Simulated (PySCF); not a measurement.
PySCF 2.14 output of an unrestricted M06-L calculation on a single atom or ion in def2-SVP with the def2 core potential (28 electrons), with a scalar-relativistic core potential:

```
SCF conv_tol = 1e-09
number electrons alpha = 11  beta = 10
    Y. Zhao and D. G. Truhlar.,  J. Chem. Phys. 125, 194101 (2006)
    Y. Zhao and D. G. Truhlar.,  J. Chem. Phys. 125, 194101 (2006)
    Y. Zhao and D. G. Truhlar.,  Theor. Chem. Acc. 120, 215 (2008)
cycle= 1 E= -214.135890233368  delta_E= -0.00462  |g|= 0.0202  |ddm|= 0.282
cycle= 2 E= -214.135994539228  delta_E= -0.000104  |g|= 0.00984  |ddm|= 0.0446
cycle= 3 E= -214.136023273406  delta_E= -2.87e-05  |g|= 0.000576  |ddm|= 0.0106
cycle= 4 E= -214.136023536491  delta_E= -2.63e-07  |g|= 6.88e-05  |ddm|= 0.00183
cycle= 5 E= -214.136023542537  delta_E= -6.05e-09  |g|= 6.95e-06  |ddm|= 0.000306
cycle= 6 E= -214.136023542635  delta_E= -9.85e-11  |g|= 3.54e-07  |ddm|= 5.28e-05
converged SCF energy = -214.136023542635  <S^2> = 0.75144195  2S+1 = 2.0014414
```

The run itself started from symmetry-adapted Hartree-Fock orbitals and held the occupation by maximum overlap, on a logarithmic radial grid, so the iterations belong to that start.

Problem. Which element, charge and spin multiplicity is this?

Solution. Sn⁺ (tin, charge +1), multiplicity 2; the state was [Kr] 4d10 5s2 5p1, 2P determinant.

Energies and moments cover only the electrons outside the core potential.
